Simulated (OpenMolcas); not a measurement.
V4+ (d1) among equal point charges was computed by CASSCF with the d shell active (OpenMolcas, ANO-RCC-VDZP on the metal). Its lowest spin-free states, and all those of the highest spin:

```tsv
2S+1	Degeneracy	E (cm-1)
2	2	0.0
2	2	3575
2	1	12775
```

Task: Is the site octahedral, tetrahedral or cube-like, axial, or of lower symmetry?

Result: The states with 2S+1 = 2 have orbital degeneracies 2, 2, 1. There are pairs but no triples, so the site is axial: not cubic, but with a proper or improper axis of order three or more. The run had V4+ among 5 point charges of -1.3 e arranged as a trigonal bipyramid (D3h), 1.75 Å from the ion, with the axial distance 1.505 Å.

An orbital doublet at a regular site is open to a Jahn-Teller distortion, which this geometry leaves out. This is an electrostatic model: the charges have no orbitals. No measured value stands beside these numbers.
